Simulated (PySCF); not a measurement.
C3H10Si2 (charge +1 and doublet state).
Numbering: `[CH2+:1][CH:2][CH:3]([SiH3:4])[SiH3:5]` (hydrogens: H6, H7 on C1; H8 on C2; H9 on C3; H10, H11, H12 on Si4; H13, H14, H15 on Si5)

Geometry (GFN2-xTB, Å), atoms numbered from 1 in this order:
```xyz
15
C3H10Si2 angstrom
C     -0.0600    2.3471   -0.5115
C     -0.1824    1.1966    0.1934
C      0.1208   -0.1021   -0.3306
Si     1.5410   -1.0150    0.7416
Si    -1.4721   -1.3095   -0.2716
H      0.2829    2.3461   -1.5346
H     -0.2987    3.3050   -0.0805
H     -0.5306    1.2462    1.2176
H      0.4618   -0.0330   -1.3651
H      2.6370   -0.0550    0.6067
H      1.7546   -2.2809    0.0524
H      1.0133   -1.1289    2.0958
H     -2.4141   -0.5496   -1.0944
H     -1.0055   -2.5519   -0.8736
H     -1.8524   -1.4072    1.1324
```

The hyperfine couplings belong to this conformer and change with its torsions.

Theory: UKS B3LYP, pcH-1 on C H Si, non-relativistic, mean-field spin-orbit, GIAO (PySCF). Geometry: GFN2-xTB, one conformer, isolated ion. A GFN2-xTB geometry isn't a minimum of the functional, and hyperfine couplings can be far from their values at a DFT geometry, by a factor of two or more for some ions and for spin on atoms past the first row. No stability test was run, so a lower SCF solution isn't excluded.

Where do the isotropic ENDOR lines of H7, H6, H9, H10 (×6) and H8 fall at 348.2 mT, to first order?

ν± = |νn ± a/2|, one line for each electron-spin manifold; νn = |g_N| × 7.62259 MHz/T × B.

```
  nuclei  isotope     g_N  νn (MHz)  a_iso (MHz)  lower line (MHz)  upper line (MHz)
      H7       1H  5.5857     14.83       -37.59              3.97             33.62
      H6       1H  5.5857     14.83       -36.35              3.35             33.00
      H9       1H  5.5857     14.83       -16.55              6.55             23.10
H10 (×6)       1H  5.5857     14.83        14.56              7.54             22.11
      H8       1H  5.5857     14.83        -4.14             12.76             16.89
```

Which pairs are centred on the nuclear Larmor frequency, and which on half the coupling?

Centred on νn, since |a| < 2νn: H9, H10 (×6) and H8. Centred on |a|/2 and split by 2νn: H7 and H6.

At what field would the lower line of H7 fall to zero frequency?

Where νn = |a|/2, that is B = 18.80 MHz/(5.5857 × 7.62259 MHz/T) = 441 mT, as far as first order holds there.

Class means assume fast exchange of nuclei equivalent by connectivity; if that motion is slow, each nucleus keeps its own coupling. H6 and H7 aren't averaged: C1 is flat or nearly so (angle sum 360°), and its turn about the short C1–C2 bond (1.35 Å) is taken as slow. The six 1H nuclei of mean +14.6 MHz run from -2.3 to 35.8 MHz in the frozen geometry.

The Mulliken spin populations are largest on C1 (+0.58), C3 (+0.24), Si5 (+0.08) and Si4 (+0.08). The angles at C1 add up to 360.0°, so it is planar.

The SMILES draws the unpaired electron on C2; the largest computed Mulliken spin population is on C1 (0.58 against 0.03).
